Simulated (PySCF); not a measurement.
Badger's rule along the third period: bonds to Bi

PBE0 in PySCF with def2-SVP on every atom (core potentials on Bi), for the lowest determinant that a PBE0 search found; no spin–orbit coupling. Badger's rule says that Re = d + c·k^(−1/3) for bonds between atoms of fixed rows.

```json
{"molecule": "BiS", "state (unpaired electrons)": "doublet (π ↑)", "Re (Å)": "2.321", "k (mdyn/Å)": "3.24"}
{"molecule": "SiBi", "state (unpaired electrons)": "doublet (π ↑)", "Re (Å)": "2.461", "k (mdyn/Å)": "?"}
{"molecule": "BiCl", "state (unpaired electrons)": "triplet (π ↑↑)", "Re (Å)": "2.469", "k (mdyn/Å)": "?"}
{"molecule": "AlBi", "state (unpaired electrons)": "triplet (π ↑↑)", "Re (Å)": "2.828", "k (mdyn/Å)": "?"}
{"molecule": "NaBi", "state (unpaired electrons)": "triplet (π ↑↑)", "Re (Å)": "2.991", "k (mdyn/Å)": "0.420"}
```

Question: Fix c and d from BiS and NaBi.

Answer: c = (2.991 − 2.321)/(0.42^(−1/3) − 3.24^(−1/3)) = 1.016, d = 2.321 − c·3.24^(−1/3) = 1.634 Å.

Question: Predict k of the others and set the computed values beside them.

Answer: 

```tsv
molecule	k by the rule	k computed	difference (%)
SiBi	1.86	2.18	-15
BiCl	1.80	2.06	-12
AlBi	0.617	0.802	-23
```

The rule misses by 17 % on average; it knows nothing of spin state or of how ionic a bond is, and both change along this series.

Spin–orbit coupling is left out, which matters for elements this heavy, above all for dissociation energies. States were picked by a PBE0 search and need not be the measured ground states.
